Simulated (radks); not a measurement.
Species: Fe II. Configuration: [Ar] 3d5 4s1 4p1 (not the ground configuration). All-electron calculation, non-relativistic Kohn-Sham, PBEsol, spin-polarised, spherical densities, point nucleus; open shells are filled with parallel spins first. Program: a radial shooting solver on a logarithmic mesh with Libxc functionals.

Normalised radial functions P(r) = r R(r), r in bohr:

```
   r/bohr * 3s up, o 3s down, + 3p up (the largest magnitude, 1.13, reaches the edge; | marks zero, & curves that meet)
  0.00291                             + &
 0.004377                             +  &
 0.006581                             +   &
 0.009818                             +    &
  0.01476                             |+     &
   0.0222                             | +     o*
  0.03339                             |  +     &
  0.05021                             |     +&
  0.07551                             |&        +
   0.1136                    &        |             +
   0.1694             *o              |             +
   0.2547                  &          |     +
   0.3831                  +          |       &
   0.5761   +                         |                          &
   0.8663   +                         |                          &
    1.303              +              |            &
    1.959                         +   |  &
    2.923                            +&
    4.395                             &
    6.609                             &
    9.939                             &
```

3s up: eigenvalue -109.92 eV, 2 radial nodes at r = 0.0777, 0.332 bohr, <r> = 0.813 bohr, 90 % of the charge inside 1.22 bohr. 3s down: eigenvalue -103.95 eV, 2 radial nodes at r = 0.0776, 0.331 bohr, <r> = 0.817 bohr, 90 % of the charge inside 1.22 bohr. 3p up: eigenvalue -77.545 eV, 1 radial node at r = 0.300 bohr, <r> = 0.849 bohr, 90 % of the charge inside 1.31 bohr.
